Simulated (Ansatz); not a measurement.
C2H4BClO. The species carries charge 0 and has multiplicity 1. The bonds changed during the relaxation, so this is another structure than the one it started from.

```xyz
9

B    -0.829    0.440   -1.109
C     0.058   -0.288   -0.061
Cl   -1.610    1.165    0.518
C     1.096   -0.376    0.936
O     0.120   -1.420    0.548
H    -0.266    1.307   -1.712
H    -1.607   -0.269   -1.676
H     2.114   -0.593    0.633
H     0.924    0.034    1.923
```

**Question.** List the harmonic frequencies (cm⁻¹, unscaled) at PBE0-D4/def2-TZVP in Ansatz. (An estimate is asked.)

**Answer.** Computed: 119, 189, 303, 402, 522, 661, 791, 843, 909, 995, 1009, 1072, 1106, 1184, 1231, 1462, 1635, 2569, 2653, 3151, 3265.

**Question.** Is this a minimum?

**Answer.** Yes, all 21 modes are real.

**Question.** Give the ideal-gas thermochemistry at 298.15 K and 1 bar (rigid rotor, harmonic oscillator; point group C1, symmetry number 1).

**Answer.** Zero-point energy 156.0 kJ/mol; H(298) − E = 173.0 kJ/mol; entropy 314.4 J/(mol·K), of which translation 165.0, rotation 109.1, vibration 40.2; G(298) − E = 79.2 kJ/mol.

**Question.** And at 400, 500, 600, 800 and 1000 K?

**Answer.** 
| T (K) | H − E (kJ/mol) | S (J/mol/K) | G − E (kJ/mol) |
| --- | --- | --- | --- |
| 400 | 182.8 | 342.4 | 45.8 |
| 500 | 194.1 | 367.7 | 10.2 |
| 600 | 206.9 | 391.0 | -27.7 |
| 800 | 235.6 | 432.2 | -110.1 |
| 1000 | 267.4 | 467.6 | -200.2 |

**Question.** Rotational constants (cm⁻¹)?

**Answer.** 0.2884, 0.09321, 0.083.
